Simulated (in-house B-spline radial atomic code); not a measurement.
A fraction x of an electron is removed from 4d in Cd⁴⁺, starting from [Kr] 4d8 and keeping the highest spin. Level of theory: scalar-relativistic (X2C) PBE0, spin-polarised, spherical fractional occupations, Fermi nucleus of rms radius 4.6087 fm; calculated with an all-electron radial atomic-structure program (B-spline basis).

Caution: exact exchange at fractional occupations of open shells leaves self-interaction of up to several eV.

```
   x  E(x) - E(0) (eV)  4d down level (eV)
   0            0.0000             -62.067
0.05            3.1231             -62.856
0.21           13.3828             -65.395
0.31           20.0022             -66.993
0.43           28.1570             -68.923
 0.5           33.0212             -70.055
0.54           35.8364             -70.703
 0.7           47.3571             -73.310
0.87           60.0570             -76.104
0.94           65.4247             -77.261
   1           70.0902             -78.256
```

The exact functional would give a straight line between the two integer points. Deviations E(x) - E(0) - x[E(1) - E(0)], in eV: -0.381 at x = 0.05, -1.336 at x = 0.21, -1.726 at x = 0.31, -1.982 at x = 0.43, -2.024 at x = 0.5, -2.012 at x = 0.54, -1.706 at x = 0.7, -0.921 at x = 0.87, -0.46 at x = 0.94.

The curve lies below the straight line by up to 2.024 eV (at x = 0.5): convex, the delocalisation error, to which spherically averaged exact exchange adds.

How well does Slater's transition state (minus the level at half occupation) give the ionisation energy?

It gives 70.055 eV against 70.090 eV from the two total energies; NIST lists 67.90 eV, ground level to ground level. The end point has an open shell averaged over its orbitals, so its exact exchange keeps a self-interaction and this is no true integer point.
